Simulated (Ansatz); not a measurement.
Two isomers of C2H8AlBSi: A = `B/C=[CH]/[AlH][SiH3]`, B = `[AlH2][C]1([SiH3])BC1`.

Calculated with Ansatz (gas phase, PBE0-D4/def2-TZVP geometries, no zero-point term in ΔE). CCSD(T)/CBS is the MP2 limit (def2-TZVPP, def2-QZVPP) plus CCSD(T) − MP2 in def2-TZVPP, frozen cores. DFT in def2-TZVPP. B3LYP here is the variant with VWN-RPA as its local correlation; programs differ in this. Each species was taken in one conformer, which may not be the lowest.

Which isomer does CCSD(T)/CBS put lower? Give the gap. (Estimate.)

The calculation gave: B, by 10.7 kJ/mol.

Give E(B) − E(A) in kJ/mol with MP2/def2-TZVPP, CCSD/def2-TZVPP, HF/def2-TZVPP, B2PLYP, B3LYP, r2SCAN-D4, PBE-D4. (Estimate.)

Computed: MP2/def2-TZVPP -28.9, CCSD/def2-TZVPP -3.8, HF/def2-TZVPP 21.8, B2PLYP -3.4, B3LYP 6.8, r2SCAN-D4 -23.5, PBE-D4 -15.5. The order is the other way round with HF/def2-TZVPP, B3LYP.

Largest T1 diagnostic: 0.013.

From PBE to PBE0 (25 % exact exchange), in def2-TZVPP and without D4, E(B) − E(A) moves by −6.4 kJ/mol. In def2-TZVPP, CCSD(T) changes the Hartree–Fock value by −27.4 kJ/mol (the triples alone add −1.8 kJ/mol) and MP2 by −50.6 kJ/mol.
